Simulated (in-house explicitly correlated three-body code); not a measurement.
Computed with an exponentially correlated three-body code. Model: two electrons around a point charge, non-relativistic, variational in 260 exponentially correlated functions (energies converged to about 1e-7 hartree, or 1e-8 relative for large Z).

Command:
```bash
python run_hyl.py task.json out
```
Settings (lengths in bohr, energies in hartree):
```
Z                      1.5
nuclear_mass           1000
interaction_strength   1
functions              260
states_tried           13
```

Cost of the run: 65 s on 1 thread of Arm Neoverse N1 (shared host).

**Those bound S and P states to n = 4 that converged, binding against the one-electron ion.**

Given: nuclear charge 1.5; mass of the centre 1000 electron masses.

Computed: one-electron threshold -1.12387612 hartree.

```
term  energy (hartree)  binding (eV)
1 1S       -1.46372009        9.2476
2 3S       -1.17645151        1.4306
2 1S                 ?             ?
2 3P       -1.15670979       0.89345
2 1P                 ?             ?
3 3S       -1.14308391       0.52267
3 1S       -1.14043861       0.45069
3 3P       -1.13827275       0.39175
3 1P       -1.13772702        0.3769
4 3S       -1.13377299       0.26931
4 1S       -1.13276372       0.24184
4 3P       -1.13190591        0.2185
4 1P       -1.13166856       0.21204
```

Q: What belongs in the row 2 1S?

A: energy (hartree): -1.16524974; binding (eV): 1.1258.

Q: What belongs in the row 2 1P?

A: energy (hartree): -1.15506568; binding (eV): 0.84871.

**Converged states only, values per electron or pair.**

```csv
term,mean r (bohr),mean r squared (bohr²),mean inverse r (1/bohr),mean r12 (bohr),mean inverse r12 (1/bohr),mean cosine,mean p1 dot p2 (bohr⁻²),delta r1 (bohr⁻³),delta r12 (bohr⁻³)
1 1S,1.358,2.6073,1.1873,2.1127,0.63439,-0.082649,0.094933,0.68003,0.028788
2 3S,4.1276,31.881,0.8392,7.3585,0.16469,-0.015717,0.0028299,0.54479,-
2 1S,5.1046,50.179,0.82292,9.285,0.13825,-0.011674,0.0037186,0.54229,0.0013362
2 3P,5.1665,53.577,0.81604,9.4155,0.1347,-0.017713,-0.0098249,0.53307,-
2 1P,5.5229,61.121,0.81126,10.111,0.12366,-0.0079137,0.0062914,0.53551,4.5415e-05
3 3S,10.299,219.78,0.78428,19.633,0.066677,-0.0036765,0.00063128,0.53764,-
3 1S,11.865,294.2,0.7801,22.76,0.059412,-0.0031297,0.00094408,0.53727,0.0003476
3 3P,?,?,?,?,?,?,?,?,-
3 1P,?,?,?,?,?,?,?,?,?
4 3S,19.472,812.08,0.76779,37.962,0.035818,-0.0013758,0.00022993,0.53631,-
4 1S,21.629,1005.4,0.76614,42.274,0.032867,-0.0012457,0.0003672,0.53623,0.00013818
4 3P,22.827,1133.2,0.76545,44.67,0.032538,-0.0021798,-0.0013375,0.53521,-
4 1P,23.568,1207.4,0.76478,46.15,0.03101,-0.00090332,0.00090647,0.53554,6.8983e-06
```

Q: What belongs in the row 3 3P?

A: mean r (bohr): 12.493; mean r squared (bohr²): 333.3; mean inverse r (1/bohr): 0.77838; mean r12 (bohr): 24.018; mean inverse r12 (1/bohr): 0.058588; mean cosine: -0.0052266; mean p1 dot p2 (bohr⁻²): -0.0031259; delta r1 (bohr⁻³): 0.53475.

Q: What belongs in the row 3 1P?

A: mean r (bohr): 13.045; mean r squared (bohr²): 363.02; mean inverse r (1/bohr): 0.77683; mean r12 (bohr): 25.118; mean inverse r12 (1/bohr): 0.055037; mean cosine: -0.0021957; mean p1 dot p2 (bohr⁻²): 0.002085; delta r1 (bohr⁻³): 0.53554; delta r12 (bohr⁻³): 1.5643e-05.
